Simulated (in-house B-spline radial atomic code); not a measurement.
Radial electron density of Ho IV (Ho3+), [Kr] 4d10 4f10 5s2 5p5 6d1. Level of theory: Dirac-Hartree-Fock, average of configuration, Fermi nucleus of rms radius 5.2022 fm; calculated with an all-electron radial atomic-structure program (B-spline basis).

Columns: r (bohr), 4πr²n(r) (electrons per bohr), bar.

```
0.000758    3.221 #
0.000957    4.715 ##
 0.00121    6.868 ###
 0.00153    9.914 ####
 0.00193    14.09 #####
 0.00243    19.71 #######
 0.00307     27.2 ##########
 0.00387     36.6 #############
 0.00489    48.03 ##################
 0.00618    60.86 ######################
  0.0078    73.71 ###########################
 0.00984    84.66 ###############################
  0.0124    91.34 ##################################
  0.0157    92.15 ##################################
  0.0198    87.73 ################################
   0.025     82.4 ##############################
  0.0316    83.06 ###############################
  0.0398    93.91 ###################################
  0.0503    110.7 #########################################
  0.0635    119.7 ############################################
  0.0802      111 #########################################
   0.101    94.66 ###################################
   0.128    92.42 ##################################
   0.161    104.7 ######################################
   0.204    101.5 #####################################
   0.257    71.76 ##########################
   0.325    48.56 ##################
    0.41    52.75 ###################
   0.517    56.81 #####################
   0.653    42.12 ###############
   0.824    24.07 #########
    1.04    14.67 #####
    1.31    9.908 ####
    1.66    5.316 ##
    2.09    1.896 #
    2.64   0.3859 
    3.34   0.1534 
    4.21   0.2733 
    5.32   0.2607 
    6.71   0.1134 
    8.48  0.02043 
    10.7 0.001328 
    13.5 2.453e-05 
    17.1 8.53e-08
```

On this grid the curve has 5 maxima, near 0.0157, 0.0635, 0.161, 0.517, 4.21 bohr.

The 6d5/2 radial function P(r) = rR(r), positive near the nucleus, with its small component Q(r) (sign convention: Q ≈ (P' + κP/r)/2c):

| r (bohr) | P | Q |
| --- | --- | --- |
| 0.00984 | 0.0006303 | -5.066e-05 |
| 0.0157 | 0.002213 | -0.0001762 |
| 0.025 | 0.007188 | -0.0005654 |
| 0.0398 | 0.02081 | -0.001617 |
| 0.0635 | 0.05048 | -0.003889 |
| 0.101 | 0.09051 | -0.007108 |
| 0.161 | 0.09156 | -0.008466 |
| 0.257 | -0.01732 | -0.004064 |
| 0.41 | -0.1511 | 0.00295 |
| 0.653 | -0.0645 | 0.003774 |
| 1.04 | 0.2092 | -0.0002888 |
| 1.66 | 0.305 | -0.002563 |
| 2.64 | -0.05106 | -0.001418 |
| 4.21 | -0.5184 | 0.0009743 |
| 6.71 | -0.3396 | 0.001044 |
| 10.7 | -0.03718 | 0.0001282 |
